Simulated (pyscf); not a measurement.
Optimised with ωB97X-D3(BJ)/def2-SVP in PySCF.

### Question
What is the homolytic dissociation enthalpy (298 K, ωB97M-D3(BJ)/def2-TZVP) of the Ge–Si bond of HO–SiH(SiH₃)–Ge(F)(F)–F, to HO–SiH•–SiH₃ + F–Ge•(F)–F?

### Answer
Ge–Si to HO–SiH•–SiH₃ + F–Ge•(F)–F: 74.5 kcal/mol. The 7 functionals that were run give +68.4 (PBE) to +80.9 kcal/mol (ωB97X-D3(BJ)/def2-TZVP). HO–SiH(SiH₃)–Ge(F)(F)–F lies 73.8 kcal/mol over its isomer F–Si(F)(F)–O–GeH₂–SiH₃ (electronic energy, ωB97M-D3(BJ)/def2-TZVP). HO–SiH•–SiH₃ lies 22.9 kcal/mol over its isomer •H₂Si–O–SiH₃ (electronic energy, ωB97M-D3(BJ)/def2-TZVP). Elements up to Kr have no core potential and no relativistic terms here.
